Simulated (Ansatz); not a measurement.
AsF2 (SMILES F[As]F) moved off its minimum; all values from Ansatz (a program for electronic structure), cores frozen in correlated methods. Open shells are unrestricted.
(charge 0, multiplicity 2)
```xyz
3

F     -1.17844    -0.75808     0.10663
As     0.08939     0.38822    -0.05424
F      1.40462    -0.76151    -0.11334
```

Forces at PBE/def2-TZVPP (eV/Å):

```json
[
 {"atom": "F1", "Fx": "-0.871", "Fy": "-0.760", "Fz": "0.109"},
 {"atom": "As2", "Fx": "0.602", "Fy": "0.968", "Fz": "-0.096"},
 {"atom": "F3", "Fx": "0.269", "Fy": "-0.208", "Fz": "-0.013"}
]
```

Task: Give the forces (eV/Å), the total energy and the dipole at CCSD(T)/cc-pVTZ.

Result: 
```
atom      Fx      Fy      Fz
----  ------  ------  ------
F1    -0.236  -0.249   0.032
As2    0.610  -0.043  -0.050
F3    -0.373   0.292   0.018
```
Energy -2433.8723 hartree, dipole 2.11 D.
